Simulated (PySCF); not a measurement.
# Excited states of Cr⁶⁺ (chromium, charge +6)

Ground state [Ar], ¹S. All numbers are calculated (PySCF 2.14, scalar relativity by spin-free X2C-1e, in aug-cc-pVTZ-DK with one added diffuse shell each of s, p, d, f, g type (9s8p6d4f3g, 118 functions)). Vertical excitation energies in eV without spin-orbit coupling; excited terms of each kind are numbered among those the solver found. Frozen: [Ne].

| term | leading excitation | EOM-EE-CCSD |
| --- | --- | --- |
| 1 3P° | 3p → d | 42.792 |
| 1 3F° | 3p → d | 44.781 |
| 1 1D° | 3p → d | 47.694 |
| 1 3D° | 3p → d | 47.912 |
| 1 1F° | 3p → d | 48.247 |
| 1 1P° | 3p → d | 62.107 |
| 1 3D | 3s → d | 76.155 |
| 1 1D | 3s → d | 78.529 |
| 1 3S | 3p → p | 91.183 |
| 2 3D | 3p → p | 92.666 |
| 2 1D | 3p → p | 93.080 |

The solver can miss terms.
